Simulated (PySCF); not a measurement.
## GeBr: everyday levels beside a composite calculation

PySCF; the state is a doublet (π ↑). The composite is CCSD(T) extrapolated to the basis-set limit from two correlation-consistent sets, with core-valence (CV) and scalar-relativistic (SR) terms as its label shows; it has no spin–orbit coupling and nothing beyond (T). Here it is CCSD(T)/CBS(DT). It gives Re = 2.319 Å, ωe = 296 cm⁻¹ and De = 3.53 eV to Ge + Br.

| level | basis | relativity | Re (Å) | ωe (cm⁻¹) | De (eV) |
| --- | --- | --- | --- | --- | --- |
| UHF | def2-TZVPPD | no relativity | 2.351 | 289 | 2.37 |
| UHF-MP2 | cc-pVDZ-PP | scalar-relativistic core potentials | 2.340 | 299 | 3.25 |
| UHF-CCSD | def2-TZVPP | no relativity | 2.324 | 302 | 3.36 |
| UHF-CCSD(T) | def2-TZVPPD | no relativity | 2.326 | 300 | 3.52 |
| PBE | cc-pVDZ-PP | scalar-relativistic core potentials | 2.365 | 282 | 3.78 |
| PW91 | def2-TZVPPD | no relativity | 2.345 | 285 | 3.92 |
| TPSS | def2-TZVPPD | no relativity | 2.342 | 286 | 3.82 |
| M06-L | def2-TZVPP | no relativity | 2.333 | 289 | 3.73 |
| B3LYP | cc-pVDZ-PP | scalar-relativistic core potentials | 2.369 | 280 | 3.54 |
| PBE0 | cc-pVDZ-PP | scalar-relativistic core potentials | 2.343 | 293 | 3.59 |

Task: Give the difference of each row from the composite.

Result: 

```
      level        basis  ΔRe (pm)  Δωe (%)  ΔDe (eV)
        UHF  def2-TZVPPD      +3.2     -2.4     -1.16
    UHF-MP2   cc-pVDZ-PP      +2.1     +1.0     -0.28
   UHF-CCSD   def2-TZVPP      +0.5     +2.0     -0.17
UHF-CCSD(T)  def2-TZVPPD      +0.7     +1.4     -0.01
        PBE   cc-pVDZ-PP      +4.6     -4.7     +0.25
       PW91  def2-TZVPPD      +2.6     -3.7     +0.39
       TPSS  def2-TZVPPD      +2.3     -3.4     +0.29
      M06-L   def2-TZVPP      +1.4     -2.4     +0.20
      B3LYP   cc-pVDZ-PP      +5.0     -5.4     +0.01
       PBE0   cc-pVDZ-PP      +2.4     -1.0     +0.06
```

Task: Which rows come closest in De?

Result: UHF-CCSD(T) in def2-TZVPPD (-0.01 eV); B3LYP in cc-pVDZ-PP (+0.01 eV), counted from the composite.

Correlated steps freeze the inner cores (8 to 18 orbitals); shallow outer-core shells are correlated. Correlated levels converge slowly with the basis: in double zeta they bind strong bonds too weakly, by up to about 1 eV, and carry superposition errors of some tenths. Spin–orbit coupling is left out. The state is the lowest determinant that a PBE0 search found; another state may lie lower at other levels.
